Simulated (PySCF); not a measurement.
C₂H₉ClOSi₂. Atoms are numbered in the order given.

```xyz
15

O     -2.6380     0.1152     0.6595
C     -2.2289     1.3166     0.0619
C     -0.9603     1.0353    -0.7218
Si     0.3493     0.1427     0.3072
Si     2.4909     0.4902    -0.5786
Cl     0.0831    -1.9222     0.2549
H     -3.3627     0.2952     1.2655
H     -3.0093     1.7254    -0.6117
H     -2.0199     2.0976     0.8210
H     -1.1779     0.3987    -1.5959
H     -0.5330     1.9759    -1.1084
H      0.2849     0.5904     1.7307
H      3.5176    -0.2528     0.2131
H      2.5260     0.0065    -1.9938
H      2.8384     1.9479    -0.5709
```
Charge 0, spin multiplicity 1.

The structure is a stationary point at PBE0-D3(BJ)/def2-SVP. The structure was generated by enumeration; whether it is a known compound was not checked. Other conformers were not sampled.

These are PBE/pcSseg-1 (PySCF) values and carry that method's errors.

GIAO shieldings, no solvent; atoms listed in one row are averaged. δ = σ(ref) − σ: ¹⁷O against H2O (σ = 334.3 ppm); ¹³C against TMS (σ = 182.0 ppm); ²⁹Si against TMS (σ = 335.4 ppm); ³⁵Cl against HCl (σ = 936.5 ppm); ¹H against TMS (σ = 31.49 ppm), references at their B3LYP-D3(BJ)/def2-TZVP geometries, non-relativistic (without spin–orbit terms, shifts of atoms bonded to Cl or Br come out too high).

Computed chemical shifts:
```json
[
 {"nucleus": "¹⁷O", "atoms": "O1", "count": "1", "δ (ppm)": "44.7"},
 {"nucleus": "¹³C", "atoms": "C2", "count": "1", "δ (ppm)": "68.5"},
 {"nucleus": "¹³C", "atoms": "C3", "count": "1", "δ (ppm)": "28.5"},
 {"nucleus": "²⁹Si", "atoms": "Si4", "count": "1", "δ (ppm)": "14.2"},
 {"nucleus": "²⁹Si", "atoms": "Si5", "count": "1", "δ (ppm)": "-108.0"},
 {"nucleus": "³⁵Cl", "atoms": "Cl6", "count": "1", "δ (ppm)": "-4.3"},
 {"nucleus": "¹H", "atoms": "H12", "count": "1", "δ (ppm)": "5.83"},
 {"nucleus": "¹H", "atoms": "H8", "count": "1", "δ (ppm)": "4.83"},
 {"nucleus": "¹H", "atoms": "H9", "count": "1", "δ (ppm)": "4.25"},
 {"nucleus": "¹H", "atoms": "H13, H14, H15", "count": "3", "δ (ppm)": "3.82"},
 {"nucleus": "¹H", "atoms": "H10", "count": "1", "δ (ppm)": "2.01"},
 {"nucleus": "¹H", "atoms": "H11", "count": "1", "δ (ppm)": "1.20"},
 {"nucleus": "¹H", "atoms": "H7", "count": "1", "δ (ppm)": "0.53"}
]
```
